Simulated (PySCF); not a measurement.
FH6NOSi2, SMILES N[SiH2]O[SiH2]F. Atoms are numbered in the order given.

```xyz
11

Si     1.2941    -0.7711     0.7388
F      2.5852     0.0982     0.2866
O     -0.0051    -0.3311    -0.1507
Si    -1.1938     0.8167    -0.4224
N     -2.7181     0.1564    -0.8354
H      1.0672    -0.4874     2.1815
H      1.5990    -2.1983     0.4747
H     -0.7370     1.6558    -1.5611
H     -1.3562     1.5925     0.8404
H     -2.8787    -0.2376    -1.7552
H     -3.2990    -0.2929    -0.1371
```

Geometry: PBE0-D3(BJ)/def2-SVP. This is a generated structure with no PubChem entry under its InChIKey; it may be hypothetical. Other conformers were not sampled.

Two levels are set side by side: PBE/pcSseg-1 (PySCF) and PBE0/pcSseg-1 (PySCF). GIAO shifts against CFCl3 (¹⁹F), H2O (¹⁷O), NH3 (¹⁵N), TMS (²⁹Si), TMS (¹H) at the same level; non-relativistic, no solvent, atoms listed together averaged. Differences are taken from unrounded values.

```csv
quantity,PBE0
δ(²⁹Si) of Si1 (ppm),-31.7
δ(¹⁹F) of F2 (ppm),-165.4
δ(¹⁷O) of O3 (ppm),106.3
δ(²⁹Si) of Si4 (ppm),-38.2
δ(¹⁵N) of N5 (ppm),38.3
"δ(¹H) of H8, H9 (ppm)",5.10
```

Task: What does PBE give, and how far is it from PBE0? (The exact figures need the calculation; the answer reports its results.)

Result: 
```csv
quantity,PBE,PBE minus PBE0
δ(²⁹Si) of Si1 (ppm),-32.5,-0.9
δ(¹⁹F) of F2 (ppm),-180.5,-15.1
δ(¹⁷O) of O3 (ppm),123.6,17.3
δ(²⁹Si) of Si4 (ppm),-40.7,-2.5
δ(¹⁵N) of N5 (ppm),44.1,5.8
"δ(¹H) of H8, H9 (ppm)",5.30,0.20
```

Rough cost on one machine, each run with all the roots and properties that it gave: PBE0 against PBE within a factor of 2.
